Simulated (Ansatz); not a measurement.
Consider the ligand exchange at the Si–S bond: `N[Si]S` + HBr → `N[Si]Br` + H₂S.

Computed with Ansatz on PBE0-D4/def2-TZVP structures; ΔE is electronic, products minus reactants. CCSD(T)/CBS is the MP2 limit (def2-TZVPP, def2-QZVPP) plus CCSD(T) − MP2 in def2-TZVPP, frozen cores. This one scheme is used for every species. Functionals use def2-TZVPP. B3LYP here is the variant with VWN-RPA as its local correlation; programs differ in this. For Br outer-core shells are correlated without core-valence functions, which leaves a few kJ/mol of doubt a bond. Scalar relativity is left out up to krypton. Each species was taken in one conformer, which may not be the lowest.

(1) Is it downhill or uphill in electronic energy at CCSD(T)/CBS, and by how much? (An estimate is asked.)

(2) What do these levels give: LDA (SPW92), BLYP-D4, CAM-B3LYP-D4, revPBE, B3LYP, CCSD(T)/def2-TZVPP? (Estimate.)

Largest T1 diagnostic among the species: 0.014.

Results:

(1) Computed: Downhill: ΔE = -0.37 eV.

(2) Computed: LDA (SPW92) -0.31, BLYP-D4 -0.37, CAM-B3LYP-D4 -0.38, revPBE -0.35, B3LYP -0.39, CCSD(T)/def2-TZVPP -0.36 eV.

In def2-TZVPP, CCSD(T) changes the Hartree–Fock value by +0.10 eV (the triples alone add +0.02 eV) and MP2 by +0.10 eV. Leaving LDA and LC-ωPBE aside and taking each functional with its dispersion term where it has one, the values, not all of them listed here, spread over 0.09 eV, from BHLYP-D4 to revPBE-D4. LDA lies +0.03 eV from PBE without D4.
